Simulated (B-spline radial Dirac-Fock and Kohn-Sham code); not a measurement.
**Ti⁺: L2-M23M23 lines in intermediate coupling**

System: the Ti⁺ ion, [Ar] 3d1 4s2 (an excited configuration).

The computed values come from a radial B-spline solver: Dirac-Fock (average of configuration) total-energy differences with a finite nucleus, the Breit interaction including its frequency dependence, and self-energy and vacuum-polarisation corrections. The two-hole levels come from diagonalising the Coulomb interaction among the jj configurations; intensities are independent-particle Coulomb rates. Kinetic energies are from the vacuum level. The model has no electron correlation. Open outer shells are spectators and are not coupled to the holes.

```csv
kinetic energy (eV),J,leading jj holes (weight),leading LS term (weight)
347.4,0,M3M3 (0.57),¹S0 (0.99)
351.8,2,M2M3 (0.76),¹D2 (0.99)
354.4,0,M2M2 (0.57),³P0 (0.99)
354.6,1,M2M3 (1.00),³P1 (1.00)
355.1,2,M3M3 (0.76),³P2 (0.99)
```

The intensity is shared as follows: 351.8 eV 44.8 %, 354.6 eV 24.0 %, 347.4 eV 13.6 %, 355.1 eV 9.0 %, 354.4 eV 8.7 %.

The strongest line, by its leading LS label ¹D2, lies at 351.8 eV. The mean weight of the leading component is 0.73 in jj and 0.99 in LS coupling, so LS labels describe these levels better.
